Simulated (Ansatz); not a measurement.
`C[SiH2]C1N=CO1` + `BNC` → `BN(C)[SiH2]C` + `C1=NCO1` at 700 K and 1 bar (ligand exchange at the Si–C bond).

Gas-phase electronic energies from Ansatz, PBE0-D4/def2-TZVP geometries. CCSD(T)/CBS adds triple-zeta CCSD(T) − MP2 to the extrapolated MP2 energy (def2 sets, frozen cores). One conformer a species, not always the lowest.

```json
{"species": "`C[SiH2]C1N=CO1`", "CCSD(T)/CBS energy (Eh)": "-537.26678", "H − E (kJ/mol)": "339.4", "S (J/(mol·K))": "486.8"}
{"species": "`BNC`", "CCSD(T)/CBS energy (Eh)": "-121.18426", "H − E (kJ/mol)": "253.9", "S (J/(mol·K))": "346.7"}
{"species": "`BN(C)[SiH2]C`", "CCSD(T)/CBS energy (Eh)": "-450.75646", "H − E (kJ/mol)": "412.5", "S (J/(mol·K))": "509.0"}
{"species": "`C1=NCO1`", "CCSD(T)/CBS energy (Eh)": "-207.71182", "H − E (kJ/mol)": "179.6", "S (J/(mol·K))": "323.4"}
```

H − E and S are ideal-gas, rigid-rotor, harmonic terms from PBE0-D4/def2-TZVP, for one conformer and one mirror image of each species. 1 Eh = 2625.50 kJ/mol, R = 8.31446 J/(mol·K).

Problem. By hand: ΔE, ΔH, ΔS and ΔG.

Solution. ΔE = (-450.75646) + (-207.71182) − (-537.26678) − (-121.18426) = -0.01724 Eh = -45.3 kJ/mol. Δ(H − E) = 412.5 + 179.6 − 339.4 − 253.9 = -1.2, so ΔH = -46.5 kJ/mol. ΔS = 509.0 + 323.4 − 486.8 − 346.7 = -1.1 J/(mol·K). ΔG = -46.5 − 700 × (-1.1)/1000 = -45.7 kJ/mol.

Problem. By hand: the equilibrium constant, and the temperature at which ΔG would vanish if ΔH and ΔS stayed fixed.

Solution. log₁₀ K = −ΔG/(RT ln 10) = 3.4. ΔG = 0 at ΔH/ΔS = 42273 K, far beyond where these terms or the molecules hold.

The number of gas molecules stays the same, so ΔS is small and ΔH decides. A doubt of 5 kJ/mol in ΔE shifts log₁₀ K by 0.4 here. Other conformers and mirror images would add mixing entropy, several J/(mol·K) or more a flexible species. Modes under 60 cm⁻¹, often nearly free rotors, make the harmonic entropy too high. These are equilibria of isolated gas molecules and say nothing of rates. Largest T1 diagnostic: 0.015 (customary marks: 0.02 for closed shells, 0.045 for open ones).
